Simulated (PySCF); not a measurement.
## AlSiH5O4

The system: AlSiH5O4, a small molecule; neutral, singlet. The structure, one conformer, was relaxed in the gas phase by PBE0-D3(BJ)/def2-SVP. No frequency run checks that it is a minimum.

SMILES: [OH][Al-]1([OH])[O][SiH2][OH+]1

Coordinates in Å:
```
O1      1.638    0.088   -1.743
Al2     0.282   -0.482   -0.882
O3     -0.049   -2.146   -1.048
O4     -1.083    0.649   -0.566
Si5    -0.870    0.971    1.008
O6      0.528   -0.066    1.066
H7      1.738    0.991   -2.043
H8     -0.912   -2.529   -0.893
H9     -1.895    0.456    1.956
H10    -0.466    2.354    1.378
H11     1.121   -0.315    1.780
```

Shieldings: GIAO PBE0/pcSseg-2. Shifts are against computed references at the same level: H TMS (σ 31.24 ppm), Si TMS (σ 341.3 ppm). Core levels by delta-SCF with SCAN, pcX-2 on the ionised atom and pcseg-1 elsewhere, spin-free X2C (2p3/2 is the spin-free 2p value less a third of a first-order spin-orbit splitting); from the vacuum level, for chosen atoms.

Task: Give the shieldings and core levels atom by atom.

Result: 
```
atoms          bonded to  σ (ppm)  δ (ppm)  core level (eV)
O1 O3         1 Al + 1 H    314.2        -        1s 537.49
  Al2                4 O    490.3        -      2p3/2 80.48
   O4        1 Al + 1 Si    235.9        -        1s 537.44
  Si5          2 O + 2 H    361.0    -19.7     2p3/2 108.70
   O6  1 Al + 1 Si + 1 H    268.8        -        1s 540.19
   H7                1 O    30.66     0.58                -
   H8                1 O    30.70     0.54                -
   H9               1 Si    25.87     5.38                -
  H10               1 Si    25.87     5.38                -
  H11                1 O    28.14     3.10                -
```

Values are those of this one static structure; atoms that internal rotation interchanges would show their mean in an NMR spectrum.

Task: Which of O1, O4, O6 holds its core electrons tightest, and by how much against the loosest?

Result: O6 (bonded to 1 Al + 1 Si + 1 H), by 2.75 eV over O4 (bonded to 1 Al + 1 Si).

Task: By CAM-B3LYP/def2-SVPD (TDDFT singlets, Tamm-Dancoff triplets, ionisation by delta-SCF), where does absorption start, and what does vertical ionisation take?

Result: The lowest singlet lies at 6.99 eV (f 0.004), the strongest of the first 6 at 7.91 eV (f 0.123), the lowest triplet at 6.65 eV; vertical ionisation takes 10.95 eV.
